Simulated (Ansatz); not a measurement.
Ga₁₀Sb₁₀H₂₈, a nanocrystal cut from zinc blende GaSb (hydrogen-capped). The state is a triplet with charge 0. Geometry PBE-D4/def2-SVP, that of the neutral singlet; atoms count from 1.

```xyz
48

Ga    3.2599   -3.8992    0.7143
Ga    3.8957    2.5385   -2.3846
Ga   -1.0084    2.5032   -3.2768
Ga   -1.2836   -4.2326    0.8572
Ga   -3.7351   -0.7983   -1.3433
Ga    0.4996   -0.6484   -0.8661
Ga    2.9058    0.7279    2.3032
Ga    0.0860    3.3676    0.7359
Ga   -1.7871    0.1413    2.6656
Ga   -4.2636    3.1510    0.2177
Sb    2.8061    0.0694   -2.0403
Sb    0.8565   -3.2384   -0.3483
Sb    3.2764   -1.9386    2.5788
Sb   -1.4672   -0.0685   -2.5219
Sb    2.3283    3.9293   -0.6785
Sb   -1.8920    3.6043   -0.9954
Sb   -3.2887   -3.3929   -0.7170
Sb   -1.6241   -2.5530    2.9211
Sb   -3.7691    0.5676    0.9296
Sb    0.4046    0.7859    1.3433
H     3.1187   -5.2951    1.4332
H     4.3506   -3.5116   -0.3580
H     5.3451    2.4581   -1.7726
H     3.4915    2.9577   -3.8470
H    -1.8870    2.8524   -4.5363
H     0.5816    2.5789   -3.2467
H    -1.3518   -5.7606    1.2406
H    -5.0512   -0.7198   -2.2124
H     3.7689    1.1495    1.0338
H     3.0333    1.4032    3.7208
H     0.0861    4.2571    2.0439
H    -2.0278    0.7573    4.0992
H    -5.4111    3.0587   -0.8632
H    -4.2991    4.0141    1.5381
H     2.7583   -0.7381   -3.5581
H     3.9591   -0.9836   -1.3270
H     0.7431   -3.9677   -1.9043
H     4.6560   -2.2334    3.5636
H     2.1345   -2.4324    3.7662
H    -1.2500   -1.1863   -3.8149
H     1.9479    5.3839   -1.5109
H     3.4039    4.6574    0.4459
H    -1.8790    5.2970   -1.3121
H    -3.1539   -4.3205   -2.1571
H    -4.7470   -4.1220   -0.1683
H    -2.9413   -3.1702    3.8375
H    -0.4023   -2.9550    4.0602
H    -5.1769   -0.0453    1.7113
```

In the def2 sets Sb takes a core potential; there is no spin–orbit coupling. Single mean-field runs in def2-TZVP are fitted with def2-universal-jkfit. At PBE0-D4/def2-TZVP a singlet of charge 0 lies 3.72 eV below the triplet at the same geometry.

**Question.** Estimate the Mulliken populations of the heavy atoms from the PBE0/def2-TZVP orbitals of Ansatz.

**Answer.** 
```
atom  charge (e)  spin (α − β)
 Ga1        0.09         -0.01
 Ga2        0.09          0.02
 Ga3        0.14          0.00
 Ga4        0.15         -0.01
 Ga5        0.10         -0.01
 Ga6       -0.09          0.02
 Ga7        0.11          0.06
 Ga8        0.06          0.23
 Ga9        0.15         -0.04
Ga10        0.11          0.01
Sb11        0.04          0.03
Sb12       -0.10          0.15
Sb13       -0.02          0.14
Sb14       -0.07          0.12
Sb15        0.00          0.00
Sb16       -0.13          0.13
Sb17       -0.02          0.02
Sb18       -0.07          0.14
Sb19       -0.17          0.04
Sb20       -0.19          0.53
```
Mulliken values depend strongly on the basis.

**Question.** Where does the spin sit?

**Answer.** Summed by element: Ga 0.29, Sb 1.30, H 0.41, of 2 unpaired in all. Largest on single atoms: Sb20 0.53, Ga8 0.23, Sb12 0.15.

**Question.** And the Mayer bond orders between heavy atoms (over 0.3)?

**Answer.** Ga1–Sb12 0.65 (2.71 Å); Ga1–Sb13 0.67 (2.71 Å); Ga2–Sb11 0.63 (2.72 Å); Ga2–Sb15 0.68 (2.70 Å); Ga3–Sb14 0.64 (2.72 Å); Ga3–Sb16 0.72 (2.68 Å); Ga4–Sb12 0.79 (2.65 Å); Ga4–Sb17 0.71 (2.68 Å); Ga4–Sb18 0.73 (2.68 Å); Ga5–Sb14 0.77 (2.66 Å); Ga5–Sb17 0.69 (2.71 Å); Ga5–Sb19 0.81 (2.65 Å); Ga6–Sb11 0.77 (2.69 Å); Ga6–Sb12 0.80 (2.67 Å); Ga6–Sb14 0.79 (2.64 Å); Ga6–Sb20 0.86 (2.64 Å); Ga7–Sb13 0.70 (2.71 Å); Ga7–Sb20 0.59 (2.68 Å); Ga8–Sb15 0.71 (2.71 Å); Ga8–Sb16 0.77 (2.64 Å); Ga8–Sb20 0.51 (2.67 Å); Ga9–Sb18 0.69 (2.71 Å); Ga9–Sb19 0.76 (2.67 Å); Ga9–Sb20 0.76 (2.64 Å); Ga10–Sb16 0.67 (2.70 Å); Ga10–Sb19 0.65 (2.73 Å).
